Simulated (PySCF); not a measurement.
## Radial density of P (phosphorus, neutral)

LC-wPBE, [Ne] 3s1 3p3 4s1, high-spin 6S determinant (an excited configuration). Computed with PySCF 2.14 in aug-cc-pCVTZ-DK, with scalar relativity by spin-free X2C-1e.

```json
{"r (bohr)": "0.00136", "4πr²ρ (e/bohr)": "0.05971", "4πr²(ρα − ρβ)": "0.0002"}
{"r (bohr)": "0.00229", "4πr²ρ (e/bohr)": "0.1564", "4πr²(ρα − ρβ)": "0.0006"}
{"r (bohr)": "0.00386", "4πr²ρ (e/bohr)": "0.4057", "4πr²(ρα − ρβ)": "0.0015"}
{"r (bohr)": "0.00649", "4πr²ρ (e/bohr)": "1.027", "4πr²(ρα − ρβ)": "0.0038"}
{"r (bohr)": "0.0109", "4πr²ρ (e/bohr)": "2.479", "4πr²(ρα − ρβ)": "0.0091"}
{"r (bohr)": "0.0184", "4πr²ρ (e/bohr)": "5.501", "4πr²(ρα − ρβ)": "0.0202"}
{"r (bohr)": "0.0309", "4πr²ρ (e/bohr)": "10.57", "4πr²(ρα − ρβ)": "0.0384"}
{"r (bohr)": "0.0519", "4πr²ρ (e/bohr)": "15.92", "4πr²(ρα − ρβ)": "0.0581"}
{"r (bohr)": "0.0873", "4πr²ρ (e/bohr)": "16.36", "4πr²(ρα − ρβ)": "0.0743"}
{"r (bohr)": "0.147", "4πr²ρ (e/bohr)": "11.60", "4πr²(ρα − ρβ)": "0.1633"}
{"r (bohr)": "0.247", "4πr²ρ (e/bohr)": "12.90", "4πr²(ρα − ρβ)": "0.4313"}
{"r (bohr)": "0.416", "4πr²ρ (e/bohr)": "15.56", "4πr²(ρα − ρβ)": "0.3592"}
{"r (bohr)": "0.699", "4πr²ρ (e/bohr)": "6.758", "4πr²(ρα − ρβ)": "0.0174"}
{"r (bohr)": "1.18", "4πr²ρ (e/bohr)": "2.171", "4πr²(ρα − ρβ)": "1.5407"}
{"r (bohr)": "1.98", "4πr²ρ (e/bohr)": "2.083", "4πr²(ρα − ρβ)": "2.0759"}
{"r (bohr)": "3.33", "4πr²ρ (e/bohr)": "0.5441", "4πr²(ρα − ρβ)": "0.5441"}
{"r (bohr)": "5.60", "4πr²ρ (e/bohr)": "0.2674", "4πr²(ρα − ρβ)": "0.2674"}
{"r (bohr)": "9.41", "4πr²ρ (e/bohr)": "0.009099", "4πr²(ρα − ρβ)": "0.0091"}
```

Densities and radii are taken from the X2C orbitals without a picture-change correction, which distorts them close to the nucleus.

The outer electron is Rydberg-like, and this basis confines it to a smaller radius and binds it less than a complete one would.
